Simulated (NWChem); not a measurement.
System: C$_{4}$H$_{7}$F; SMILES CC/C=C\F

NWChem input:

```
start job
memory heap 200 mb stack 900 mb global 1100 mb
geometry units angstroms noautoz
  C      0.279015     2.132324     0.397667
  C      0.234782     0.928109    -0.538588
  C     -0.794571    -0.083722    -0.145544
  C     -0.551521    -1.357630     0.149197
  F      0.674085    -1.885232     0.111355
  H      1.023890     2.869284     0.060722
  H      0.542083     1.829017     1.422612
  H     -0.696722     2.642126     0.442969
  H      0.018022     1.276569    -1.564538
  H      1.221466     0.442061    -0.580227
  H     -1.840234     0.234190    -0.077112
  H     -1.311266    -2.088242     0.441632
end
basis spherical
  * library def2-tzvp
end
dft
  xc xcamb88 1.00 lyp 0.81 vwn_5 0.19 hfexch 1.00
  cam 0.33 cam_alpha 0.19 cam_beta 0.46
  iterations 150
  semidirect filesize 400000000
  mulliken
end
task dft energy
```

Parts of the log:

```
             Northwest Computational Chemistry Package (NWChem) 7.3.0
             --------------------------------------------------------

 C1  symmetry detected

                             Geometry "geometry" -> ""
                             -------------------------

 Output coordinates in angstroms (scale by  1.889725989 to convert to a.u.)

  No.       Tag          Charge          X              Y              Z
 ---- ---------------- ---------- -------------- -------------- --------------
    1 C                    6.0000     0.29051845     2.13163315     0.39089494
    2 C                    6.0000     0.20162026     0.93432718    -0.55102824
    3 C                    6.0000    -0.80198710    -0.08459737    -0.11237327
    4 C                    6.0000    -0.53915327    -1.35969109     0.15936472
    5 F                    9.0000     0.68469840    -1.88202019     0.05322634
    6 H                    1.0000     1.01398956     2.87412131     0.02105494
    7 H                    1.0000     0.60811082     1.82169209     1.39825971
    8 H                    1.0000    -0.68335362     2.63711981     0.49124169
    9 H                    1.0000    -0.06994594     1.28961490    -1.56147621
   10 H                    1.0000     1.18652959     0.45261047    -0.64810769
   11 H                    1.0000    -1.84377355     0.22854877     0.01325541
   12 H                    1.0000    -1.27983250    -2.09555687     0.48558616

 Effective nuclear repulsion energy (a.u.)     170.1390286454

                                 NWChem DFT Module
                                 -----------------

 Summary of "ao basis" -> "ao basis" (spherical)
 ------------------------------------------------------------------------------
       Tag                 Description            Shells   Functions and Types
 ---------------- ------------------------------  ------  ---------------------
 C                         def2-tzvp                11       31   5s3p2d1f
 F                         def2-tzvp                11       31   5s3p2d1f
 H                         def2-tzvp                 4        6   3s1p

            General Information
            -------------------
          SCF calculation type: DFT
          Wavefunction type:  closed shell.
          No. of atoms     :    12
          No. of electrons :    40
           Alpha electrons :    20
            Beta electrons :    20
          Charge           :     0
          Spin multiplicity:     1
          Use of symmetry is: off; symmetry adaption is: off
          Maximum number of iterations: 150
          AO basis - number of functions:   197
                     number of shells:    83
          Convergence on energy requested:  1.00D-06
          Convergence on density requested:  1.00D-05
          Convergence on gradient requested:  5.00D-04

              XC Information
              --------------
                     Hartree-Fock (Exact) Exchange  1.000
                   CAM-Becke88 Exchange Functional  1.000
                      VWN V Correlation Functional  0.190 local
              Lee-Yang-Parr Correlation Functional  0.810

           Range-Separation Parameters
           ---------------------------
           Alpha           :  0.19
           Beta            :  0.46
           Gamma           :  0.33
           Short-Range HF  :     F

             Grid Information
             ----------------
          Grid used for XC integration:  medium
          Radial quadrature: Mura-Knowles
          Angular quadrature: Lebedev.
          Tag              B.-S. Rad. Rad. Pts. Rad. Cut. Ang. Pts.
          ---              ---------- --------- --------- ---------
          C                   0.70       49          12.0       434
          F                   0.50       49          12.0       434
          H                   0.35       45          13.0       434
          Grid pruning is: on
          Number of quadrature shells:   560
          Spatial weights used:  Erf1

      Superposition of Atomic Density Guess
      -------------------------------------

 Sum of atomic energies:        -253.60205558

      Non-variational initial energy
      ------------------------------

 Total energy =    -256.493137
 1-e energy   =    -681.576892
 2-e energy   =     254.944726
 HOMO         =      -0.283388
 LUMO         =       0.037237

     ---------------------------------------------
      Total Density - Mulliken Population Analysis
     ---------------------------------------------

    Atom       Charge   Shell Charges
 -----------   ------   -------------------------------------------------------
    1 C    6     6.50   0.86  1.12  0.56  0.66  0.13  1.26  1.41  0.44  0.01  0.04  0.00
    2 C    6     6.28   0.86  1.12  0.54  0.65  0.10  1.22  1.35  0.33  0.02  0.09  0.01
    3 C    6     6.32   0.86  1.12  0.57  0.61  0.07  1.26  1.35  0.41  0.02  0.05  0.01
    4 C    6     5.67   0.86  1.12  0.55  0.60  0.11  1.02  1.03  0.26  0.03  0.08  0.01
    5 F    9     9.34   0.77  1.20  0.61  1.00  0.31  2.31  2.30  0.82  0.00  0.01  0.00
    6 H    1     0.83   0.24  0.44  0.13  0.02
    7 H    1     0.84   0.24  0.45  0.13  0.02
    8 H    1     0.84   0.24  0.44  0.13  0.02
    9 H    1     0.84   0.24  0.45  0.13  0.02
   10 H    1     0.84   0.24  0.45  0.13  0.02
   11 H    1     0.83   0.23  0.44  0.13  0.02
   12 H    1     0.87   0.24  0.46  0.15  0.02

   convergence    iter        energy       DeltaE   RMS-Dens  Diis-err
 ---------------- ----- ----------------- --------- --------- ---------
 d= 0,ls=0.0,diis     1   -256.3671534514 -4.27D+02  3.94D-03  8.84D-01
 d= 0,ls=0.0,diis     2   -256.4090946062 -4.19D-02  1.74D-03  3.90D-01
 d= 0,ls=0.0,diis     3   -256.4356985353 -2.66D-02  5.90D-04  8.50D-02
 d= 0,ls=0.0,diis     4   -256.4427020329 -7.00D-03  9.14D-05  8.24D-04
 d= 0,ls=0.0,diis     5   -256.4427754790 -7.34D-05  3.96D-05  7.34D-05
  Resetting Diis
 d= 0,ls=0.0,diis     6   -256.4427836420 -8.16D-06  9.97D-06  5.29D-06
 d= 0,ls=0.0,diis     7   -256.4427842096 -5.68D-07  6.73D-06  1.28D-06

         Total DFT energy =     -256.442784209566
      One electron energy =     -686.062837950739
           Coulomb energy =      294.142724378252
    Exchange-Corr. energy =      -34.661699282481
 Nuclear repulsion energy =      170.139028645403

 Numeric. integr. density =       39.999995421205

                       DFT Final Molecular Orbital Analysis
                       ------------------------------------

 Vector   18  Occ=2.000000D+00  E=-4.129546D-01
              MO Center=  7.4D-02,  8.8D-01, -8.6D-03, r^2= 4.0D+00
   Bfn.  Coefficient  Atom+Function         Bfn.  Coefficient  Atom+Function
  ----- ------------  ---------------      ----- ------------  ---------------
    69      0.175327   3 C  py              157      0.163972   6 H  s
    38     -0.145692   2 C  py                7      0.144163   1 C  py
     8     -0.138604   1 C  pz               39      0.135302   2 C  pz
   163     -0.134307   7 H  s               100     -0.131900   4 C  py
   175     -0.132004   9 H  s                72      0.122702   3 C  py

 Vector   19  Occ=2.000000D+00  E=-4.078809D-01
              MO Center=  1.3D-01,  1.2D+00, -1.3D-01, r^2= 2.8D+00
   Bfn.  Coefficient  Atom+Function         Bfn.  Coefficient  Atom+Function
  ----- ------------  ---------------      ----- ------------  ---------------
    37      0.226763   2 C  px              181      0.207417  10 H  s
     6     -0.177260   1 C  px              169      0.175215   8 H  s
    40      0.159454   2 C  px              180      0.140835  10 H  s
     9     -0.124820   1 C  px              168      0.118502   8 H  s
    43      0.113792   2 C  px               68     -0.110701   3 C  px

 Vector   20  Occ=2.000000D+00  E=-3.145043D-01
              MO Center= -4.7D-01, -5.9D-01, -2.8D-02, r^2= 2.3D+00
   Bfn.  Coefficient  Atom+Function         Bfn.  Coefficient  Atom+Function
  ----- ------------  ---------------      ----- ------------  ---------------
    70      0.265773   3 C  pz              101      0.260187   4 C  pz
   104      0.231168   4 C  pz               73      0.224538   3 C  pz
    76      0.194190   3 C  pz              132     -0.190611   5 F  pz
   135     -0.149225   5 F  pz              138     -0.142967   5 F  pz
   107      0.121446   4 C  pz               45     -0.094209   2 C  pz

 Vector   21  Occ=0.000000D+00  E= 5.795250D-02
              MO Center= -4.0D-01,  2.7D-03, -6.4D-02, r^2= 5.4D+00
   Bfn.  Coefficient  Atom+Function         Bfn.  Coefficient  Atom+Function
  ----- ------------  ---------------      ----- ------------  ---------------
     5      1.910149   1 C  s                36      1.144406   2 C  s
   158     -0.880796   6 H  s               176     -0.779630   9 H  s
    67     -0.603288   3 C  s               170     -0.590108   8 H  s
   164     -0.575945   7 H  s               107      0.548628   4 C  pz
    74     -0.491337   3 C  px               76     -0.418844   3 C  pz

 Vector   22  Occ=0.000000D+00  E= 8.114968D-02
              MO Center= -4.3D-01,  8.7D-01, -1.4D-01, r^2= 7.3D+00
   Bfn.  Coefficient  Atom+Function         Bfn.  Coefficient  Atom+Function
  ----- ------------  ---------------      ----- ------------  ---------------
    36      3.879600   2 C  s                 5      1.985430   1 C  s
   176     -1.348982   9 H  s               170     -1.338501   8 H  s
   182     -1.199212  10 H  s               188     -1.185120  11 H  s
   164     -1.009073   7 H  s                74     -0.975269   3 C  px
   158     -0.781930   6 H  s                76      0.664500   3 C  pz

 Vector   23  Occ=0.000000D+00  E= 1.048055D-01
              MO Center= -1.2D+00, -6.3D-01,  2.9D-01, r^2= 8.0D+00
   Bfn.  Coefficient  Atom+Function         Bfn.  Coefficient  Atom+Function
  ----- ------------  ---------------      ----- ------------  ---------------
   194     -1.998739  12 H  s                98      1.969747   4 C  s
   188     -1.903548  11 H  s                 5     -1.456248   1 C  s
    67      1.102762   3 C  s               182      1.101080  10 H  s
    36     -0.878667   2 C  s                75      0.845003   3 C  py
   164      0.768718   7 H  s               158      0.665151   6 H  s

     ---------------------------------------------
      Total Density - Mulliken Population Analysis
     ---------------------------------------------

    Atom       Charge   Shell Charges
 -----------   ------   -------------------------------------------------------
    1 C    6     6.36   0.85  1.12  0.51  0.63  0.17  1.35  1.23  0.45  0.02  0.04  0.00
    2 C    6     6.15   0.85  1.12  0.50  0.65  0.10  1.35  1.19  0.30  0.02  0.07  0.01
    3 C    6     6.19   0.85  1.12  0.53  0.61  0.09  1.34  1.16  0.41  0.02  0.05  0.01
    4 C    6     5.92   0.85  1.12  0.55  0.56  0.13  1.28  1.03  0.26  0.03  0.09  0.02
    5 F    9     9.21   0.77  1.20  0.62  0.96  0.37  2.30  2.10  0.89  0.00  0.01  0.00
    6 H    1     0.88   0.27  0.48  0.11  0.02
    7 H    1     0.88   0.27  0.47  0.11  0.02
    8 H    1     0.89   0.27  0.48  0.12  0.02
    9 H    1     0.89   0.27  0.48  0.11  0.02
   10 H    1     0.88   0.27  0.48  0.10  0.02
   11 H    1     0.88   0.27  0.48  0.10  0.02
   12 H    1     0.88   0.27  0.48  0.11  0.02

     -------------------------------------------
      Total Density - Lowdin Population Analysis
     -------------------------------------------

    Atom       Charge   Shell Charges
 -----------   ------   -------------------------------------------------------
    1 C    6     6.31   0.91  1.04  0.37  0.35  0.17  1.15  1.39  0.65  0.02  0.24  0.02
    2 C    6     6.28   0.91  1.04  0.34  0.32  0.16  1.14  1.35  0.58  0.03  0.37  0.04
    3 C    6     6.21   0.91  1.03  0.35  0.33  0.17  1.14  1.28  0.59  0.03  0.34  0.04
    4 C    6     6.30   0.91  1.03  0.37  0.33  0.17  1.10  1.20  0.52  0.05  0.52  0.10
    5 F    9     8.84   0.86  1.10  0.59  0.68  0.37  2.15  2.10  0.97  0.00  0.03  0.00
    6 H    1     0.88   0.25  0.40  0.17  0.06
    7 H    1     0.88   0.25  0.40  0.17  0.06
    8 H    1     0.88   0.25  0.40  0.17  0.06
    9 H    1     0.86   0.25  0.39  0.16  0.06
   10 H    1     0.86   0.25  0.39  0.16  0.06
   11 H    1     0.85   0.25  0.38  0.16  0.06
   12 H    1     0.87   0.25  0.39  0.17  0.06

     Multipole analysis of the density
     ---------------------------------

     L   x y z        total         alpha         beta         nuclear
     -   - - -        -----         -----         ----         -------
     0   0 0 0      0.000000    -20.000000    -20.000000     40.000000

     1   1 0 0     -0.419788     -0.209894     -0.209894     -0.000000
     1   0 1 0      0.316828      0.158414      0.158414      0.000000
     1   0 0 1      0.006873      0.003436      0.003436      0.000000

     2   2 0 0    -22.399370    -44.924812    -44.924812     67.450253
     2   1 1 0      1.653143     -4.496825     -4.496825     10.646793
     2   1 0 1     -0.411806      0.511447      0.511447     -1.434699
     2   0 2 0    -23.288138   -190.839281   -190.839281    358.390424
     2   0 1 1     -0.882803     -1.061648     -1.061648      1.240493
     2   0 0 2    -23.815891    -26.698125    -26.698125     29.580360
```

Level: CAM-B3LYP/def2-TZVP. All runs use the structure optimised with PBE0/def2-SVP.
